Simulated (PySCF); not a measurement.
## input.py for Zn⁺

File input.py (PySCF 2.14):

```python
from pyscf import gto, dft

mol = gto.M(
    atom='Zn 0 0 0',
    basis='sapporo-dkh3-dzp-2012',
    charge=1,
    spin=1,
    verbose=4,
)
mf = dft.UKS(mol, xc='hse06')
mf = mf.sfx2c1e()
mf.kernel()
mf.dip_moment()
print('orbital energies (hartree):', [e[max(0, n-3):n+3].round(4) for e, n in zip(mf.mo_energy, mol.nelec)])
```

```bash
$ python input.py
```

Output (some set-up lines and the per-cycle HOMO/LUMO lines with their warnings removed):

```
PySCF version 2.14.0

[INPUT] verbose = 4
[INPUT] num. atoms = 1
[INPUT] num. electrons = 29
[INPUT] charge = 1
[INPUT] spin (= nelec alpha-beta = 2S) = 1
[INPUT] symmetry False subgroup None
[INPUT] Mole.unit = angstrom
[INPUT] Symbol           X                Y                Z      unit          X                Y                Z       unit  Magmom
[INPUT]  1 Zn     0.000000000000   0.000000000000   0.000000000000 AA    0.000000000000   0.000000000000   0.000000000000 Bohr   0.0

nuclear repulsion = 0
number of shells = 14
number of NR pGTOs = 115
number of NR cGTOs = 40
basis = sapporo-dkh3-dzp-2012
ecp = {}

******** <class 'pyscf.x2c.sfx2c1e.sfX2C1eUKS'> ********
method = sfX2C1eUKS
initial guess = minao
damping factor = 0
level_shift factor = 0
DIIS = <class 'pyscf.scf.diis.CDIIS'>
diis_start_cycle = 1
diis_space = 8
diis_damp = 0
SCF conv_tol = 1e-09
SCF conv_tol_grad = None
SCF max_cycles = 50
direct_scf = True
direct_scf_tol = 1e-13
number electrons alpha = 15  beta = 14
XC library pyscf.dft.libxc version 7.0.0
    S. Lehtola, C. Steigemann, M. J.T. Oliveira, and M. A.L. Marques.,  SoftwareX 7, 1–5 (2018)
XC functionals = hse06
    J. Heyd, G. E. Scuseria, and M. Ernzerhof.,  J. Chem. Phys. 118, 8207 (2003)
    J. Heyd, G. E. Scuseria, and M. Ernzerhof.,  J. Chem. Phys. 124, 219906 (2006)
    A. V. Krukau, O. A. Vydrov, A. F. Izmaylov, and G. E. Scuseria.,  J. Chem. Phys. 125, 224106 (2006)
radial grids:
    Treutler-Ahlrichs [JCP 102, 346 (1995); DOI:10.1063/1.469408] (M4) radial grids

becke partition: Becke, JCP 88, 2547 (1988); DOI:10.1063/1.454033
pruning grids: <function nwchem_prune>
grids dens level: 3
symmetrized grids: False
atomic radii adjust function: <function treutler_atomic_radii_adjust>
small_rho_cutoff = 0

******** <class 'pyscf.x2c.sfx2c1e.SpinFreeX2CHelper'> ********
approx = 1e
xuncontract = 1
Set gradient conv threshold to 3.16228e-05
tot grids = 20640
init E= -1795.62171859854

cycle= 1 E= -1795.27289389321  delta_E= 0.349  |g|= 0.377  |ddm|= 0.83
cycle= 2 E= -1795.24637921505  delta_E= 0.0265  |g|= 0.702  |ddm|= 0.677
cycle= 3 E= -1795.30407245179  delta_E= -0.0577  |g|= 0.046  |ddm|= 0.176
cycle= 4 E= -1795.304418218  delta_E= -0.000346  |g|= 0.00408  |ddm|= 0.0154
cycle= 5 E= -1795.30442171016  delta_E= -3.49e-06  |g|= 0.000352  |ddm|= 0.00425
cycle= 6 E= -1795.30442175714  delta_E= -4.7e-08  |g|= 5.19e-05  |ddm|= 0.000289
cycle= 7 E= -1795.30442175747  delta_E= -3.39e-10  |g|= 8.9e-07  |ddm|= 3.19e-05
Extra cycle  E= -1795.30442175748  delta_E= -9.09e-13  |g|= 1.61e-06  |ddm|= 6.71e-07
converged SCF energy = -1795.30442175748  <S^2> = 0.75044371  2S+1 = 2.0004437
Dipole moment(X, Y, Z, Debye):  0.00000,  0.00000,  0.00000
orbital energies (hartree): [array([-0.8145, -0.8145, -0.5488, -0.2527, -0.2527, -0.2527]), array([-0.8079, -0.8079, -0.8079, -0.4514, -0.1969, -0.1969])]
```

In short: E(SCF) = -1795.304422 Eh, 7 cycles, ⟨S²⟩ = 0.750.

Wall time 3.5 s on one thread of a shared host.

No search for the lowest solution was made.
